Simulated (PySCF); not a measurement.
Frontier orbitals and the lowest excitations

C₇H₉OP.
Cartesian coordinates in Å at the PBE0-D3(BJ)/def2-SVP level; atoms count from 1:
```xyz
18
C7H9OP angstrom
C     -2.4839   -1.7484   -0.7916
C     -1.5949   -1.3188    0.1046
P     -0.7493    0.2453   -0.2104
O     -1.1431    0.8892   -1.5025
C      0.9607   -0.1781   -0.0474
C      2.1447   -0.4504    0.0179
C      3.5556   -0.7733    0.0928
C     -1.0584    1.2790    1.2371
C     -1.6147    2.4774    1.0546
H     -3.0321   -2.6859   -0.6579
H     -2.6799   -1.1539   -1.6907
H     -1.3600   -1.8800    1.0161
H      4.0456   -0.5969   -0.8773
H      4.0623   -0.1530    0.8481
H      3.7042   -1.8306    0.3617
H     -0.7859    0.9022    2.2295
H     -1.8342    3.1477    1.8911
H     -1.8619    2.8120    0.0412
```

Method used: TDDFT PBE0/def2-SVPD, vertical, gas phase, core orbitals frozen in the response in PySCF.

Frontier orbitals with the atoms that hold most of them (Löwdin shares over 4%, at most four atoms):

| orbital | ε (eV) | atoms |
| --- | --- | --- |
| HOMO-3 | -8.31 | O4 24%, C5 18%, C6 13%, P3 11% |
| HOMO-2 | -7.95 | O4 15%, C5 14%, C6 13%, C8 12% |
| HOMO-1 | -7.73 | O4 46%, P3 10%, C6 8%, C5 8% |
| HOMO | -7.73 | O4 49%, C5 17%, C6 16%, P3 6% |
| LUMO | -0.99 | C9 20%, C1 20%, C8 16%, C2 16% |
| LUMO+1 | -0.58 | C6 13%, C9 13%, C1 13%, C2 12% |
| LUMO+2 | -0.17 | C6 22%, C5 22%, P3 16%, O4 8% |

Within 0.005 eV of a neighbour in this list lie HOMO-1/HOMO.

The HOMO–LUMO gap is 6.74 eV. Where does the response calculation put the lowest singlet, and from which orbitals?

S1 is at 5.45 eV (f = 0.0023), 1.28 eV below the gap, made of HOMO-1→LUMO (88%). Without the coupling terms of the response equations the lowest excitation would equal the gap.

Next come S2 at 5.58 eV (f 0.0003), HOMO→LUMO (89%); S3 at 5.72 eV (f 0.0016), HOMO→LUMO+1 (59%), HOMO-2→LUMO (9%), HOMO-1→LUMO+2 (9%); S4 at 5.88 eV (f 0.0051), HOMO→LUMO+1 (28%), HOMO-1→LUMO+2 (24%), HOMO-2→LUMO (16%); S5 at 5.93 eV (f 0.015), HOMO-1→LUMO+1 (69%), HOMO→LUMO+2 (18%).

Löwdin shares depend on the basis, the more so with diffuse functions.

Hardware: one thread of an Arm Neoverse V1, shared host with 64 logical CPUs at a one-minute load of 38. Cost: 5.0 min (grids of density and orbitals included), 1.1 GiB resident at most.

One conformer stands for the species.
